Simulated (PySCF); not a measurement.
C4H7Ga.
Z-matrix (Å and degrees, PBE0-D3(BJ)/def2-SVP geometry), rows numbered from 1:
```
C 
C   1  1.5114
C   2  1.4799  1  122.45
C   3  1.3132  2   66.01  1  -107.37
Ga  4  1.9323  2  148.98  3  -174.44
H   1  1.1012  2  110.97  3    30.23
H   1  1.1026  2  111.11  3   150.28
H   1  1.1028  2  111.44  3   -90.03
H   2  1.1030  1  113.09  3   150.43
H   3  1.0893  2  146.07  4   175.31
H   5  1.5675  4  119.28  2    10.90
H   5  1.5688  4  118.57  2  -169.09
```

The closed-shell ground state was solved at several levels (PySCF, density fitting, gas phase). Relativistic effects, spin–orbit coupling among them, are left out although an element past zinc is present.

| level | basis functions | HOMO (eV) | LUMO (eV) | gap (eV) | dipole (D) |
| --- | --- | --- | --- | --- | --- |
| PBE0/6-31G* | 102 | -7.09 | -1.87 | 5.22 | 0.67 |
| LC-wPBE/def2-SVPD | 174 | -9.91 | 0.12 | 10.03 | 0.47 |
| BHandHLYP/def2-SVPD | 174 | -8.21 | -1.17 | 7.04 | 0.53 |
| LDA/def2-SVPD | 174 | -6.37 | -3.06 | 3.31 | 0.69 |
| wB97X-D/def2-SVPD | 174 | -9.10 | -0.31 | 8.79 | 0.54 |
| PBE0/def2-TZVPD | 265 | -7.25 | -1.96 | 5.29 | 0.55 |
| PBE/def2-SVPD | 174 | -6.23 | -2.80 | 3.43 | 0.68 |
| PBE0/def2-SVP | 123 | -7.24 | -1.93 | 5.31 | 0.62 |
| PBE0/def2-SVPD | 174 | -7.29 | -1.97 | 5.32 | 0.58 |
| CAM-B3LYP/def2-SVPD | 174 | -8.57 | -1.05 | 7.52 | 0.53 |
| B3LYP/def2-SVPD | 174 | -7.09 | -2.23 | 4.86 | 0.61 |
| PBE0/aug-cc-pVDZ | 191 | -7.23 | -1.98 | 5.25 | 0.56 |
| PBE0/def2-TZVP | 214 | -7.24 | -1.95 | 5.29 | 0.58 |

**Question.** What might HF/def2-SVPD (174 basis functions) give for the same quantities?

**Answer.** HOMO -9.59 eV, LUMO 0.96 eV, gap 10.55 eV, dipole 0.54 D.

**Question.** Over all these levels, which gives the widest orbital gap and which the narrowest?

**Answer.** HF/def2-SVPD (Hartree–Fock, all exact exchange) has the widest, 10.55 eV, and LDA/def2-SVPD (LDA) the narrowest, 3.31 eV. The two share the basis. From the narrowest to the widest the HOMO moves by -3.22 eV and the LUMO by +4.02 eV.

**Question.** How much does the basis alone move the frontier levels among the 6 PBE0 rows?

**Answer.** The HOMO by 0.20 eV and the LUMO by 0.11 eV. By rising basis size (HOMO, LUMO in eV): 6-31G* -7.09, -1.87; def2-SVP -7.24, -1.93; def2-SVPD -7.29, -1.97; aug-cc-pVDZ -7.23, -1.98; def2-TZVP -7.24, -1.95; def2-TZVPD -7.25, -1.96.

**Question.** In the def2-SVPD basis, how does the gap go with the fixed share of exact exchange?

**Answer.** LDA (0 %) 3.31 eV; PBE (0 %) 3.43 eV; B3LYP (20 %) 4.86 eV; PBE0 (25 %) 5.32 eV; BHandHLYP (50 %) 7.04 eV; HF (100 %) 10.55 eV. Each rise in the share widens the gap here.

**Question.** How far do the dipole and the HOMO energy spread over the levels?

**Answer.** The dipole runs from 0.47 to 0.69 D (mean 0.58 D) and the HOMO from -9.91 to -6.23 eV.
